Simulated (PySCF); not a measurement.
**Dipole moment and polarisability of `C=C=C(C)/C=N/C`**

C₆H₉N.
Cartesian coordinates in Å at the PBE0-D3(BJ)/def2-SVP level; atoms count from 1:
```
atom  x, y, z in Å
C1    -2.1570    2.3703    0.4782
C2    -1.3822    1.3316    0.3182
C3    -0.5862    0.2895    0.1596
C4    -1.0903   -1.0979   -0.1163
C5     0.8670    0.4896    0.2596
N6     1.6768   -0.4776    0.1236
C7     3.0806   -0.2182    0.2349
H8    -2.5354    2.6528    1.4675
H9    -2.4585    2.9927   -0.3723
H10   -0.6631   -1.4708   -1.0592
H11   -2.1856   -1.1237   -0.1744
H12   -0.7475   -1.7844    0.6724
H13    1.2056    1.5270    0.4589
H14    3.3335    0.8452    0.4227
H15    3.5919   -0.5425   -0.6868
H16    3.5061   -0.8276    1.0498
```

Level: wB97X-D/def2-SVPD (PySCF), static field, nuclei fixed, core orbitals frozen in the response. The polarisability tensor in these axes (au):

```
x   115.42 -30.68  -3.06
y   -30.68  99.56   6.31
z    -3.06   6.31  58.77
```

Q: Diagonalise the tensor; give its mean and Δα, where Δα² is half the sum of the squared differences of the eigenvalues.

A: Principal values 57.75, 76.33 and 139.67 au; mean 91.25 au = 13.52 Å³ = 15.05 × 10⁻⁴⁰ C²·m²/J; Δα = 74.39 au (82 % of the mean).

Q: What is the dipole moment, and where does it point?

A: (-0.14, 1.27, 0.23) D, 1.30 D in size, pointing from the negative to the positive side. Measured along this direction, the outermost atoms are H10 and H12 at the negative end and H9 and H8 at the positive end.

Q: Along which axes do the principal values lie, and how far do the nuclei extend along each?

A: Largest value along (0.79, -0.61, -0.08), where the nuclei span 6.95 Å; middle along (0.62, 0.77, 0.17), 5.02 Å; least along (-0.04, -0.18, 0.98), 1.87 Å. The response follows the extents in order.

Q: What would n − 1 = 2πNα be for an ideal gas of these molecules at 273.15 K and 1 atm, electronic part alone?

A: N = p/kT = 2.6868 × 10¹⁹ cm⁻³, so n − 1 = 2π × N × 13.52 × 10⁻²⁴ cm³ = 2283 × 10⁻⁶ at long wavelengths.

Q: Find the Langevin capture rate constant for H3O+ (19.018 u) meeting this molecule (95.073 u), k = 2.342 × 10⁻⁹ cm³/s × √(α in Å³ / reduced mass in u).

A: The reduced mass is 15.85 u, so k = 2.16 × 10⁻⁹ cm³/s. The formula leaves out the permanent dipole, which adds to the capture rate.

Geometry: PBE0-D3(BJ)/def2-SVP, one conformer, isolated molecule.
